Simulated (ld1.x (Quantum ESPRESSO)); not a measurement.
## Scattering properties, PAW potential for silicon

Si (Z = 14), PAW, made with ld1.x (Quantum ESPRESSO) 7.5 (LDA (PZ), scalar-relativistic). Core [Ne], reference 3s2 3p2. Waves: 3s (bound): rcut 1.10, rcutus 1.50 bohr; 3s channel at 0.05 Ry: rcut 1.10, rcutus 1.50 bohr; 3p (bound): rcut 1.15, rcutus 1.50 bohr; 3p channel at 0.4 Ry: rcut 1.15, rcutus 1.50 bohr; 3d channel at 0.5 Ry: rcut 0.95, rcutus 1.20 bohr; 3d channel at 0.9 Ry: rcut 0.95, rcutus 1.20 bohr. Local part: all-electron potential smoothed inside 1.40 bohr (lloc = -1). Core correction: a·sin(br)/r model core, default radius (ld1.x builds one for every PAW set, though the input has nlcc=.false.). Augmentation charge: PSQ, inside the norm-conserving radii.

The phase is arctan(r·u′/u) with u = r·R(r), unwrapped; energies in Ry, scanned from -3 to 5 Ry. A pole is an energy at which the radial function vanishes at the test radius. The pseudo phase is shifted by a multiple of π to meet the all-electron one at the reference energy, and phase errors are pseudo minus all-electron; the curves can meet again beyond the range given. Levels narrower than the energy grid can be missing from the lists of poles.

```
channel  radius (bohr)  reference energy (Ry)  poles, all-electron  poles, pseudo  unbroken range about the reference energy with phases within 0.05 rad  phase error 1 Ry above the reference energy (rad)
      s           1.66                  -0.80                 none           none                                                        the whole range                                             +0.000
      p           1.66                  -0.31                 none           none                                                        the whole range                                             +0.001
      d           1.66                   0.50                 none           none                                                        the whole range                                             -0.000
```

Phases in the d channel:

| E (Ry) | all-electron | pseudo |
| --- | --- | --- |
| -3.00 | 1.245 | 1.245 |
| -2.52 | 1.222 | 1.222 |
| -2.04 | 1.193 | 1.193 |
| -1.56 | 1.157 | 1.157 |
| -1.08 | 1.109 | 1.109 |
| -0.60 | 1.044 | 1.044 |
| -0.12 | 0.952 | 0.952 |
| 0.36 | 0.810 | 0.810 |
| 0.84 | 0.578 | 0.578 |
| 1.32 | 0.190 | 0.190 |
| 1.80 | -0.338 | -0.339 |
| 2.28 | -0.793 | -0.793 |
| 2.76 | -1.077 | -1.077 |
| 3.24 | -1.248 | -1.248 |
| 3.72 | -1.358 | -1.359 |
| 4.20 | -1.435 | -1.437 |
| 4.68 | -1.494 | -1.495 |
